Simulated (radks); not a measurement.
The bromine anion Br-, [Kr], held by a Watson sphere: a shell of charge +1 at radius R that stands for the Madelung well of a crystal (potential energy -1/R inside, -1/r outside, in hartree with lengths in bohr). Calculated with a radial shooting solver on a logarithmic mesh with Libxc functionals: scalar-relativistic Kohn-Sham, LDA (Slater exchange, Perdew-Wang correlation), spin-polarised, spherical densities, finite nucleus; Fermi nuclear charge, rms radius of each element as measured or else 0.836 A^(1/3) + 0.57 fm. Response by self-consistent Sternheimer equations with the Hartree and adiabatic LDA kernel, the relativistic mass of each level held fixed and spin-orbit coupling left out. The sphere does not respond.

| R (bohr) | e(3d) (eV) | e(4s) (eV) | e(4p) (eV) | <r> 4p (bohr) | sum of <r^2> (bohr^2) | X-ray form factor at sin(theta)/lambda = 0.2 1/angstrom | alpha (bohr^3) |
|---|---|---|---|---|---|---|---|
| 2.79 | -65.290 | -19.560 | -7.739 | 2.188 | 48.28 | 27.802 | 29.06 |
| 2.85 | -65.232 | -19.469 | -7.659 | 2.193 | 48.50 | 27.795 | 29.58 |
| 3.64 | -64.443 | -18.393 | -6.640 | 2.253 | 50.82 | 27.746 | 36.53 |
| 4.12 | -63.971 | -17.839 | -6.087 | 2.276 | 51.82 | 27.737 | 40.53 |
| 4.62 | -63.510 | -17.331 | -5.574 | 2.293 | 52.60 | 27.734 | 44.33 |
| 4.87 | -63.295 | -17.101 | -5.341 | 2.300 | 52.91 | 27.734 | 46.05 |
| 5.13 | -63.083 | -16.877 | -5.115 | 2.305 | 53.19 | 27.733 | 47.72 |

Estimate the row for R = 4.49 bohr.

Answer. e(3d) (eV) -63.626; e(4s) (eV) -17.456; e(4p) (eV) -5.701; <r> 4p (bohr) 2.289; sum of <r^2> (bohr^2) 52.42; X-ray form factor at sin(theta)/lambda = 0.2 1/angstrom 27.735; alpha (bohr^3) 43.38.
